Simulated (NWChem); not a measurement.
Species: C$_{2}$H$_{2}$Br$_{2}$; SMILES C=C(Br)Br

All runs: NWChem. Geometry: optimised at PBE0/def2-SVP.

Diagonal of the polarisability tensor at B3LYP/def2-SVPD, static: 82.14, 48.72, 77.29 bohr³.

Q: Find the mean polarisability volume, the molar refraction, and the refractive index that an ideal gas of it would have at 273.15 K and 1 atm.

A: 
1. Mean: one third of the trace = 69.38 bohr³ × 0.14818 Å³/bohr³ = 10.28 Å³.
2. Molar refraction (Lorentz-Lorenz): (4π/3) N_A α = 25.9 cm³/mol.
3. Number density p/kT = 2.687 × 10⁻⁵ Å⁻³; n − 1 = 2π N α = 17.36 × 10⁻⁴.
4. These hold the electronic response alone: vibrational and orientational terms add to the static dielectric constant.
